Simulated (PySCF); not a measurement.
# C₆ coefficients of unlike pairs at UHF

Calculated with PySCF 2.14 from the dipole response of each species, C₆(A,B) = (3/π) ∫ α_A(iu) α_B(iu) du, in atomic units, from isotropic polarisabilities. For ions this is the dispersion term alone; charge-induced terms of lower order in 1/R come first.

| species | configuration | basis | relativity | α (bohr³) | C₆ (like pair) |
| --- | --- | --- | --- | --- | --- |
| Xe²⁺ | [Kr] 4d10 5s2 5p4 (3P) | aug-cc-pVTZ-PP with one added diffuse shell each of d, f type with ECP28MDF (6s5p5d3f) | core potential | 12.83 | 89.15 |
| Ge⁻ | [Ar] 3d10 4s2 4p3 (4S) | aug-cc-pVTZ-PP with one added diffuse shell each of s, d, f type with ECP10MDF (7s5p5d3f) | core potential | 153.6 | 2164 |
| Ru | [Kr] 4d7 5s1 (5F) | aug-cc-pwCVTZ-PP with ECP28MDF (8s8p7d4f3g) | core potential | 93.57 | 892.2 |
| Pd³⁺ | [Kr] 4d7 (4F) | aug-cc-pVDZ-PP with ECP28MDF (5s5p4d2f) | core potential | 3.973 | 17.91 |

(1) Estimate C₆ for Pd³⁺ with Ge⁻.

No spin-orbit coupling is included.

The other pairs:

```tsv
pair	C₆
Ge⁻, Xe²⁺	340.4
Pd³⁺, Ru	85.47
Ru, Xe²⁺	232.4
Ru, Ge⁻	1382
Pd³⁺, Xe²⁺	37.45
```

## Answers

(1) The integral gives 118.6. The combination rule 2 C_A C_B / (C_A α_B/α_A + C_B α_A/α_B) gives 103.6 and the geometric mean 196.9.
